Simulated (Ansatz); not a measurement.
Molecule: sum formula H3BPO2, net charge 0, doublet state. It need not be the lowest isomer of its formula. 
Coordinates optimised at B3LYP-D3(BJ)/def2-TZVP (Ansatz, an electronic-structure program):
SMILES: [O]B(O)P
```xyz
7

O     -0.4175     0.0130    -1.4947
B     -0.6808    -0.0081    -0.2495
O     -1.7609    -0.0371     0.5685
P      1.2490     0.0141     0.5081
H     -1.5539    -0.0462     1.5073
H      1.8426    -1.0169    -0.2502
H      1.8074     1.0844    -0.2221
```
Charge 0, spin multiplicity 2.

Total electronic energies in hartree. Cores are frozen in the correlated levels unless marked. UHF or UKS for open shells. Spin-orbit coupling is left out. No relativistic terms. CBS(X,Y): correlation extrapolated as X^-3; Hartree-Fock from the larger set.

```json
[
 {"level": "HF/cc-pVTZ", "program": "Ansatz", "energy (Eh)": "-517.02417"},
 {"level": "HSE06-D3(BJ)/def2-TZVPD", "program": "Ansatz + dftd3", "energy (Eh)": "-518.24508"},
 {"level": "CAM-B3LYP/def2-TZVPD", "program": "Ansatz", "energy (Eh)": "-518.52529"},
 {"level": "B2GP-PLYP-D4/def2-TZVPD", "program": "Ansatz + dftd4", "energy (Eh)": "…"},
 {"level": "SCS-MP2/STO-3G", "program": "Ansatz", "energy (Eh)": "-510.90941"},
 {"level": "CCSD(T)/STO-3G", "program": "Ansatz", "energy (Eh)": "-510.95827"},
 {"level": "CCSD(T)/aug-cc-pV(T+d)Z", "program": "Ansatz", "energy (Eh)": "-517.81204"},
 {"level": "CCSD(T)/cc-pV(T+d)Z", "program": "Ansatz", "energy (Eh)": "-517.79461"},
 {"level": "CCSD(T)/CBS(aug-cc-pV(T+d)Z,aug-cc-pV(Q+d)Z)", "program": "Ansatz", "energy (Eh)": "-517.9012"}
]
```

Question: Complete the blanks.

Answer: 
- B2GP-PLYP-D4/def2-TZVPD, energy (Eh): -518.25673
